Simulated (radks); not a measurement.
Fractional charge and spin in the 5s shell of erbium: the spin-up occupation runs from 0 to 1 and the spin-down occupation from 0 to 1; the fullest corner is Er2+, [Kr] 4d10 4f(up 6, down 6) 5p6 5s(up 1, down 1). All-electron calculation, scalar-relativistic Kohn-Sham, BLYP, spin-polarised, spherical densities, point nucleus. Program: a radial shooting solver on a logarithmic mesh with Libxc functionals. Energy (eV) above the fullest corner. The planes named below are the two flat planes that join the four corners, with an edge along up + down = one added electron.

down \ up,0,0.25,0.5,0.75,1
0,162.563,138.797,116.007,94.182,73.311
0.25,138.797,116.068,94.302,73.489,53.616
0.5,116.007,94.302,73.548,53.733,34.843
0.75,94.182,73.489,53.733,34.900,16.976
1,73.311,53.616,34.843,16.976,0.000

Corners above the fullest one (they belong to Er3+ and the next ion): (up 1, down 0) 73.311 eV, (up 0, down 1) 73.311 eV, (up 0, down 0) 162.56 eV. With half an added electron in each spin the energy lies 0.237 eV from the planes, and with half an added electron in spin up alone -1.931 eV. The planes are only a guide here: the flat-plane condition holds for ground states with one frontier orbital, while this shell lies below other occupied shells, so the corners above the fullest one are inner-hole states and not the ground states of those ions.
